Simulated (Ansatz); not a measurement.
Several settings on one geometry of the cluster BiTe₂ (the lowest doublet isomer of a short search) (that of the charge 0 doublet, B3LYP-D4/def2-SVP). Ansatz on 4 threads of Arm Neoverse V1 on a shared host; times are rough.

```tsv
atom	x (Å)	y (Å)	z (Å)
Bi1	0.949	0.364	1.319
Te2	-1.245	-1.062	0.138
Te3	0.296	0.698	-1.457
```

Totals from different functionals, basis sets or treatments of relativity can't be compared as stabilities.

In the def2 sets Bi, Te take a core potential; there is no spin–orbit coupling.

Scalar relativity in a set contracted without it gives distorted totals.

The spins typed aren't always the lowest for that charge.

Task: Give the basis size and estimate the energy, ⟨S²⟩, dipole and time of these runs.

| run | method | charge | state | further keys |
| --- | --- | --- | --- | --- |
| 1 | RKS PBEsol-D3(BJ)-ATM/def2-SVP | -1 | singlet | scf: {lower_state_search: off}; forces asked |
| 2 | ROKS PBEsol/def2-SVPD | 0 | doublet | pseudopotentials: {relativity: scalar}; scf: {lower_state_search: full}; forces asked |
| 3 | UKS BLYP-D3(BJ)/def2-TZVP | 0 | doublet | scf: {omitted_lower_state_checks: [starts]}; forces asked |
| 4 | RKS B97M-V/def2-mTZVPP | 1 | singlet | pseudopotentials: {relativity: scalar}; forces asked |

Result: 
| run | functions | energy (Eh) | ⟨S²⟩ | dipole (D) | wall time |
| --- | --- | --- | --- | --- | --- |
| 1 | 78 | -750.0650 | – | – | 0.6 s |
| 2 | 102 | -750.0193 | – | 2.00 | 17 s |
| 3 | 150 | -750.6569 | 0.75 | 1.97 | 2.8 s |
| 4 | 108 | -750.4628 | – | – | 8.5 s |

The highest occupied level of an anion often lies above zero with these methods, and sets without diffuse functions describe the outer electron poorly. A triplet lies near this restricted singlet, and broken spin symmetry wasn't tried.
